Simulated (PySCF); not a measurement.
A run for PySCF: R-M06-2X/6-31G* on CH6BNO (SMILES CNBO), a point of a torsion scan.

```python
from pyscf import gto, scf, dft, mp
from pyscf.data.elements import chemcore

mol = gto.M(
    atom='''
    C    -0.98999688    0.65870433    0.00403621
    N    -0.52715312   -0.69737552    0.23196057
    B     0.06784862   -1.15138611    1.40865491
    O     0.22377535   -0.26239463    2.42873969
    H    -0.16121758    1.36430233    0.09577633
    H    -1.74172227    0.93154554    0.74774523
    H    -1.42518390    0.75090869   -0.98900727
    H    -0.65733727   -1.31664649   -0.54869920
    H     0.41065768   -2.27886096    1.47976309
    H     0.63308068   -0.62013845    3.21290226
    ''',
    basis='6-31g*',
    cart=True,
    charge=0, spin=0, verbose=3, max_memory=1800)
mf = dft.RKS(mol, xc='m062x')
mf.conv_tol = 1e-8
mf.max_cycle = 100
mf.kernel()
if not mf.converged:
    mf = mf.newton().run(mf.mo_coeff, mf.mo_occ)
```

What total energy does the run end on?

-196.5287 hartree.
